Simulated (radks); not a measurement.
Effect of the nuclear size on neutral tungsten, [Xe] 4f14 5d4 6s2. Calculated with a radial shooting solver on a logarithmic mesh with Libxc functionals: Dirac Kohn-Sham, LDA (Slater exchange, Perdew-Wang correlation), spin-unpolarised, spherical densities, finite nucleus; open shells are shared between the two j in proportion to 2j + 1; Fermi nuclear charge, rms radius 5.3658 fm. The rms radius is varied about that value; shifts are against it.

[
 {"rms radius (fm)": "4.3409", "total energy shift (eV)": "-20.6", "density at nucleus (e/bohr^3)": "1.527e+06", "1s1/2 shift (meV)": "-8370", "2s1/2 shift (meV)": "-1180", "5p1/2 shift (meV)": "0.661", "6s1/2 shift (meV)": "-0.747", "5d5/2 shift (meV)": "0.649", "6p1/2 (empty) shift (meV)": "0.243"},
 {"rms radius (fm)": "5.1834", "total energy shift (eV)": "-3.88", "density at nucleus (e/bohr^3)": "1.436e+06", "1s1/2 shift (meV)": "-1570", "2s1/2 shift (meV)": "-222", "5p1/2 shift (meV)": "0.124", "6s1/2 shift (meV)": "-0.140", "5d5/2 shift (meV)": "0.122", "6p1/2 (empty) shift (meV)": "0.046"},
 {"rms radius (fm)": "5.3658", "total energy shift (eV)": "0", "density at nucleus (e/bohr^3)": "1.419e+06", "1s1/2 shift (meV)": "0.000", "2s1/2 shift (meV)": "0.000", "5p1/2 shift (meV)": "0.000", "6s1/2 shift (meV)": "0.000", "5d5/2 shift (meV)": "0.000", "6p1/2 (empty) shift (meV)": "0.000"},
 {"rms radius (fm)": "5.8809", "total energy shift (eV)": "11.4", "density at nucleus (e/bohr^3)": "1.374e+06", "1s1/2 shift (meV)": "4640", "2s1/2 shift (meV)": "653", "5p1/2 shift (meV)": "-0.365", "6s1/2 shift (meV)": "0.413", "5d5/2 shift (meV)": "-0.360", "6p1/2 (empty) shift (meV)": "-0.134"},
 {"rms radius (fm)": "5.9024", "total energy shift (eV)": "11.9", "density at nucleus (e/bohr^3)": "1.372e+06", "1s1/2 shift (meV)": "4830", "2s1/2 shift (meV)": "681", "5p1/2 shift (meV)": "-0.381", "6s1/2 shift (meV)": "0.431", "5d5/2 shift (meV)": "-0.375", "6p1/2 (empty) shift (meV)": "-0.140"}
]

Slopes of the eigenvalues against <r^2> in GHz/fm^2, as finite differences over the two radii next to the reference (eigenvalue slopes, not the field-shift constants of lines): 1s1/2 195000, 2s1/2 27400, 5p1/2 -15.3, 6s1/2 17.4, 5d5/2 -15.1, 6p1/2 (empty) -5.64.
